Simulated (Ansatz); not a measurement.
C₂H₆GeSe, SMILES `C[C]([GeH3])=[Se]`. The species carries charge 0 and has multiplicity 1. The geometry is a stationary point of PBE0-D4/def2-TZVP.

```xyz
10

C     0.608    1.226    0.524
C    -0.342    0.088    0.636
Ge   -0.371   -1.196   -0.853
Se   -1.411   -0.137    2.017
H     0.560    1.890    1.387
H     0.400    1.800   -0.388
H     1.632    0.850    0.412
H    -1.395   -2.296   -0.572
H     1.042   -1.789   -1.016
H    -0.722   -0.437   -2.147
```

Task: What is the dipole moment at ωB97M-V/def2-TZVPP? (An estimate is asked.)

Result: The calculation gave: 2.04 D, with components (1.36, 0.57, -1.42) D in this frame, pointing from negative to positive charge.

Task: And with PBE, r2SCAN, B3LYP? (Best estimate.)

Result: Computed: PBE 1.99 D, r2SCAN 2.18 D, B3LYP 2.04 D.

Task: Give the Mulliken charges with ωB97M-V, r2SCAN, B3LYP in def2-TZVPP. (An estimate is asked.)

Result: The calculation gave: 
```json
{"atom": "C1", "ωB97M-V": "-0.28", "r2SCAN": "-0.12", "B3LYP": "-0.22"}
{"atom": "C2", "ωB97M-V": "-0.20", "r2SCAN": "-0.14", "B3LYP": "-0.14"}
{"atom": "Ge3", "ωB97M-V": "0.07", "r2SCAN": "0.15", "B3LYP": "0.14"}
{"atom": "Se4", "ωB97M-V": "-0.05", "r2SCAN": "-0.10", "B3LYP": "-0.09"}
{"atom": "H5", "ωB97M-V": "0.12", "r2SCAN": "0.07", "B3LYP": "0.10"}
{"atom": "H6", "ωB97M-V": "0.13", "r2SCAN": "0.08", "B3LYP": "0.11"}
{"atom": "H7", "ωB97M-V": "0.13", "r2SCAN": "0.08", "B3LYP": "0.11"}
{"atom": "H8", "ωB97M-V": "0.05", "r2SCAN": "0.01", "B3LYP": "0.02"}
{"atom": "H9", "ωB97M-V": "0.02", "r2SCAN": "-0.01", "B3LYP": "-0.01"}
{"atom": "H10", "ωB97M-V": "0.02", "r2SCAN": "-0.01", "B3LYP": "-0.01"}
```

B3LYP here is the variant with VWN-RPA as its local correlation; programs differ in this.
